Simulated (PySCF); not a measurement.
Predicted microwave data (PySCF 2.14.0, PBE0-D3(BJ)/def2-SVP geometry optimisation, gas phase) for one isomer of C6H10O:

* Rotational constants: A = 4822, B = 2422, C = 1725 MHz
* Dipole components: |μa| = 0.77 D, |μb| = 0.23 D, |μc| = 0.19 D
* Inertial defect: -20.55 u·Å²
* κ: -0.55

Problem. Which candidate fits, each taken in the one conformer that was computed?
A. `[CH3:1][CH2:2][C@H:3]1[CH2:4][CH:5]=[CH:6][O:7]1` with C1–C2–C3–C4 -178°
B. `[O:1]=[CH:2][CH:3]1[CH2:4][CH2:5][CH2:6][CH2:7]1` with O1–C2–C3–C4 6°, C2–C3–C4–C5 108°, C3–C4–C5–C6 34°, C4–C5–C6–C7 -42°, C5–C6–C7–C3 33° (cyclopentanecarbaldehyde)
C. `[CH3:1][O:2][CH:3]1[C:4]([CH3:5])=[C:6]1[CH3:7]` with C1–O2–C3–C4 153°
D. `[CH2:1]=[C:2]=[CH:3][C@H:4]([CH3:5])[O:6][CH3:7]` with C2–C3–C4–C5 -117°, C3–C4–O6–C7 -69°
E. `[CH3:1][C:2]1=[CH:3][CH2:4][CH2:5][CH2:6][O:7]1` with C2–C3–C4–C5 -13°, C3–C4–C5–C6 43°, C4–C5–C6–O7 -60°, C5–C6–O7–C2 45°
F. `[CH2:1]=[CH:2][CH2:3][CH2:4][C:5]([CH3:6])=[O:7]` with C1–C2–C3–C4 -118°, C2–C3–C4–C5 -179°, C3–C4–C5–C6 -177° (5-hexen-2-one)

Solution. E. It is CC1=CCCCO1, an asymmetric top, point group C1. The candidates at the same level (rigid rotor, commonest isotopes):

```
         SMILES  A (MHz)  B (MHz)  C (MHz)  μa (D)  μb (D)  μc (D)  Δ (u·Å²)  point group                        rotor
     O=CC1CCCC1     5026     2028     1695    1.96    1.48    0.93    -51.54           C1               asymmetric top
    C=CCCC(C)=O     7493     1132     1041    0.04    2.65    0.13    -28.29           C1  near-prolate asymmetric top
   COC1C(C)=C1C     3400     2024     1362    0.70    1.19    0.35    -27.27           C1               asymmetric top
C=C=C[C@H](C)OC     3785     1721     1279    0.84    0.34    0.52    -32.05           C1               asymmetric top
     CC1=CCCCO1     4822     2422     1725    0.77    0.23    0.19    -20.55           C1               asymmetric top
 CC[C@H]1CC=CO1     5775     1981     1636    0.07    0.98    0.14    -33.57           C1               asymmetric top
```

`CC[C@H]1CC=CO1` has A 20 % too high; `C=C=C[C@H](C)OC` has B 29 % too low; `C=CCCC(C)=O` has A 55 % too high; `COC1C(C)=C1C` has A 29 % too low; `O=CC1CCCC1` has B 16 % too low. No structure here is proved a minimum.
